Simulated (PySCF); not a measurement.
Which orbitals make which state

C7H5NO.
SMILES with atom numbers: `[N:1]#[C:2][O:3][c:4]1[cH:5][cH:6][cH:7][cH:8][cH:9]1` (hydrogens: H10 on C5; H11 on C6; H12 on C7; H13 on C8; H14 on C9)

Computed, not measured: PySCF, TDDFT wB97X-D/def2-SVPD, vertical, gas phase, core orbitals frozen in the response. Isolated species at its PBE0-D3(BJ)/def2-SVP geometry (one conformer only). Torsions of this conformer, `[N:1]#[C:2][O:3][c:4]1[cH:5][cH:6][cH:7][cH:8][cH:9]1`: C2–O3–C4–C5 -178°.

Orbital energies (eV): HOMO-3 -11.47, HOMO-2 -11.31, HOMO-1 -9.88, HOMO -9.35, LUMO 0.71, LUMO+1 0.90, LUMO+2 2.16.

Computed singlets:

```json
{"state": "S1", "E (eV)": "5.40", "f": "0.0072"}
{"state": "S2", "E (eV)": "6.12", "f": "0.044"}
{"state": "S3", "E (eV)": "6.97", "f": "0.638"}
{"state": "S4", "E (eV)": "7.07", "f": "0.536"}
{"state": "S5", "E (eV)": "7.21", "f": "0.0022"}
{"state": "S6", "E (eV)": "7.35", "f": "0.013"}
{"state": "S7", "E (eV)": "7.74", "f": "0.018"}
{"state": "S8", "E (eV)": "7.92", "f": "0.0016"}
{"state": "S9", "E (eV)": "7.93", "f": "0.0006"}
```

Task: Assign a leading configuration to S1 and S2 and set E beside the orbital difference Δε.

Result: 

| state | leading configuration | weight | Δε (eV) | E (eV) | E − Δε (eV) | f | other configurations |
| --- | --- | --- | --- | --- | --- | --- | --- |
| S1 | HOMO→LUMO | 0.65 | 10.07 | 5.40 | -4.67 | 0.0072 | H-1→L+1 (32%) |
| S2 | HOMO→LUMO+1 | 0.66 | 10.26 | 6.12 | -4.14 | 0.044 | H-1→L (32%) |

E − Δε runs from -4.67 to -4.14 eV. Among themselves, these states come in the order of their orbital differences.

H and L stand for HOMO and LUMO. The other states: S3 6.97 eV, f 0.638, H-1→L (46%), H→L+1 (21%), H-1→L+1 (18%); S4 7.07 eV, f 0.536, H-1→L+1 (44%), H→L (23%), H-1→L (18%); S5 7.21 eV, f 0.0022, H→L+5 (28%), H→L+3 (23%), H-2→L+5 (20%); S6 7.35 eV, f 0.013, H→L+2 (76%), H→L+3 (10%); S7 7.74 eV, f 0.018, H→L+3 (53%), H→L+2 (12%); S8 7.92 eV, f 0.0016, H-3→L (24%), H-1→L+2 (21%), H-4→L (18%); S9 7.93 eV, f 0.0006, H-1→L+2 (50%), H-1→L+3 (14%), H-3→L (10%).

Triplets (Tamm–Dancoff): T1 4.19 eV, H→L+1 (52%), H-1→L (41%); T2 4.70 eV, H→L (87%), H-1→L+1 (8%); T3 4.85 eV, H-1→L (56%), H→L+1 (41%); T4 5.36 eV, H-1→L+1 (90%), H→L (8%).

Summed over the main configurations (up to three a state, each over 8%) of all 9 singlets, the electron leaves HOMO with weight 3.77, HOMO-1 with weight 2.76, HOMO-3 with weight 0.34 and HOMO-2 with weight 0.20.

All these states lie below the vertical ionisation energy of 9.49 eV (ΔSCF).
